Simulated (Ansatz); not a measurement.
System: sum formula H₃SiO, net charge -1, singlet state. 
Geometry from a B3LYP-D3(BJ)/def2-TZVP (Ansatz, a program for electronic structure) optimisation:
```xyz
5

O      1.1374    -0.0225    -0.1527
Si    -0.4128     0.0082     0.0554
H     -1.1164     1.3540    -0.1202
H     -0.9439    -0.4124     1.4259
H     -1.2600    -0.8758    -0.8600
```
Charge -1, spin multiplicity 1.

Basis-set convergence of Hartree-Fock and CCSD correlation energies (hartree) with Ansatz. Correlated levels leave the core frozen unless marked. No spin-orbit coupling. No relativistic terms. This anion needs diffuse functions, which these sets lack.

| basis | functions | E(HF) | E(corr, CCSD) |
|---|---|---|---|
| def2-SVP | 47 | -365.39632 | -0.32582 |
| def2-TZVPP | 115 | -365.61362 | -0.40843 |
| def2-QZVPP | 217 | ___ | ___ |

Complete the blanks.


- def2-QZVPP, E(HF): -365.62889
- def2-QZVPP, E(corr, CCSD): -0.43546
